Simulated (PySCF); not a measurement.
# One molecule, several mistakes: CH7NSi2

These are calculations, not measurements. They come from PySCF 2.14.0, an open-source quantum chemistry program, on an isolated molecule that a program drew, which may never have been made. The molecule is CH7NSi2 (charge 0, singlet), drawn as the SMILES string `[SiH2]=CN[SiH3]`.

Each row is a Hartree-Fock (HF) and frozen-core CCSD(T) single point in the cc-pV(D+d)Z basis, meant for a local HF minimum. Run 1 is clean. Each other run has one planted mistake out of seven kinds, and not every kind appears here: one electron removed, one electron added, multiplicity raised by two, geometry at a saddle point, minimal basis STO-3G, one bond length entered in bohr, all coordinates scaled. The reference is restricted for singlets and unrestricted otherwise, and also for a bond in bohr. Adding or removing an electron swaps singlet and doublet. Electrons count all cores. HOMO and LUMO are orbital energies over both spins, the gradient is its largest component, and the lowest frequency (negative if imaginary) is given only where the gradient is small. Bond lengths are over the 10 bonds as drawn. T1 is the CCSD diagnostic: over 0.02 (restricted) or 0.045 (unrestricted) a single reference is doubtful.

Geometry of the clean run:
```xyz
11
CH7NSi2, angstrom
Si   -0.2484    1.6456   -2.7773
C    -0.2566    1.1180   -1.1384
N     0.4213    0.1126   -0.4589
Si    1.5964   -0.9886   -1.1001
H     0.5951    1.0612   -3.8289
H    -1.1032    2.7830   -3.1306
H    -0.9380    1.6824   -0.5069
H     0.1737    0.0280    0.5059
H     2.7626   -0.2629   -1.6531
H     1.0238   -1.8149   -2.1878
H     2.0121   -1.8467    0.0295
```

```
run  electrons  basis functions  <S^2>  HOMO (eV)  LUMO (eV)  gradient (hartree/bohr)  lowest frequency (cm^-1)  mean bond (Å)  longest bond (Å)      T1  HF (hartree)  CCSD(T) (hartree)               mistake
  1         48              109  0.000      -7.03       2.92                  2.7e-05                        34         1.4307             1.733  0.0134    -674.21119         -674.79898              no fault
  2         47              109  0.771     -14.40      -5.22                  7.3e-02                         -         1.4307             1.733  0.0175    -673.98834         -674.53992  one electron removed
  3         49              109  0.778       1.31       7.91                  4.7e-02                         -         1.4307             1.733  0.0185    -674.13609         -674.73003    one electron added
  4         48              109  0.000      -6.96       2.63                  4.0e-02                         -         1.4994             1.817  0.0146    -674.18737         -674.78681                     ?
  5         48               35  0.000      -3.65       8.35                  6.7e-02                         -         1.4307             1.733  0.0068    -666.32415         -666.59525                     ?
```

**Which mistake was planted in run 4, and what did it cost?**

The mean and the longest bond both change by the same factor, 1.048, and the gradient is no longer small. So the mistake is: all coordinates scaled. Subtracting run 1 and multiplying by 627.51 kcal/mol a hartree, the energy moved by 14.9 kcal/mol in HF and 7.6 kcal/mol in CCSD(T).

**Which mistake was planted in run 5, and what did it cost?**

It has 35 basis functions where the clean run has 109, with the same electrons and geometry. So the mistake is: minimal basis STO-3G. Subtracting run 1 and multiplying by 627.51 kcal/mol a hartree, the energy moved by 4949.2 kcal/mol in HF and 5147.9 kcal/mol in CCSD(T).

Cautions from the logs. Run 3: the HOMO is above zero, so the electron isn't bound and the energy depends on the basis.
